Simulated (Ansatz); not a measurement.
Program: Ansatz 0.2.0.

`CO[SiH](F)O[SiH2]Cl` at its PBE0-D4/def2-TZVP geometry, where that method's forces vanish. Total charge 0; spin multiplicity 1.

| atom | x (Å) | y (Å) | z (Å) |
| --- | --- | --- | --- |
| C1 | 1.2546 | -1.3174 | -1.1427 |
| O2 | 0.4414 | -0.2265 | -1.5227 |
| Si3 | -1.0264 | 0.1203 | -0.9473 |
| F4 | -1.4725 | 1.4507 | -1.6800 |
| O5 | -1.0194 | 0.3861 | 0.6543 |
| Si6 | -0.4421 | 1.1898 | 1.9420 |
| Cl7 | 1.5620 | 0.8067 | 2.1648 |
| H8 | 1.6245 | -1.1918 | -0.1216 |
| H9 | 0.7118 | -2.2660 | -1.2125 |
| H10 | 2.1057 | -1.3544 | -1.8232 |
| H11 | -2.0138 | -0.9353 | -1.2200 |
| H12 | -1.1297 | 0.6899 | 3.1483 |
| H13 | -0.5961 | 2.6478 | 1.7606 |

Question: For each bond, give half the difference of the two atoms' forces along it (eV/Å; positive pushes the atoms apart) under PBE-D4, r2SCAN-D4, B3LYP-D4, ωB97M-V in def2-TZVPP. (Estimate.)

Answer: The calculation gave: 
```csv
bond,length (Å),PBE-D4,r2SCAN-D4,B3LYP-D4,ωB97M-V
C1–O2,1.413,0.19,0.30,0.30,0.26
C1–H8,1.093,0.09,-0.06,-0.10,-0.10
C1–H9,1.095,0.08,-0.06,-0.08,-0.10
C1–H10,1.090,0.09,-0.06,-0.12,-0.10
O2–Si3,1.614,0.19,-0.04,0.01,0.00
Si3–F4,1.583,0.44,0.04,0.16,0.15
Si3–O5,1.624,0.10,0.03,0.06,0.07
Si3–H11,1.471,-0.10,-0.07,-0.18,-0.24
O5–Si6,1.624,0.19,0.02,0.08,0.10
Si6–Cl7,2.053,0.13,0.04,0.21,0.09
Si6–H12,1.476,0.02,-0.04,-0.15,-0.18
Si6–H13,1.477,0.01,-0.03,-0.13,-0.18
```

B3LYP here is the variant with VWN-RPA as its local correlation; programs differ in this.
